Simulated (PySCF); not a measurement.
Job for PySCF: R-HF/3-21G on H7PSi (a complex), monomers drawn apart or pushed together.

```python
from pyscf import gto, scf, dft, mp
from pyscf.data.elements import chemcore

mol = gto.M(
    atom='''
    Si   -0.13344965    0.05215528    0.16521351
    H    -1.49452903   -0.35409565    0.58001905
    H    -0.06494790    0.10308216   -1.31344277
    H     0.85174509   -0.93032241    0.66899718
    H     0.17409128    1.39002023    0.71758852
    P    -0.35402194   -0.11131326    4.88986423
    H     0.81862255    0.25802585    4.18274005
    H    -0.59142471   -1.24499031    4.07116889
    H    -1.18924927    0.72984238    4.11122633
    ''',
    basis='3-21g',
    charge=0, spin=0, verbose=3, max_memory=1800)
mf = scf.RHF(mol)
mf.conv_tol = 1e-8
mf.max_cycle = 100
mf.kernel()
if not mf.converged:
    mf = mf.newton().run(mf.mo_coeff, mf.mo_occ)
```

### Question
Predict the final total energy.

### Answer
-630.3912 hartree.
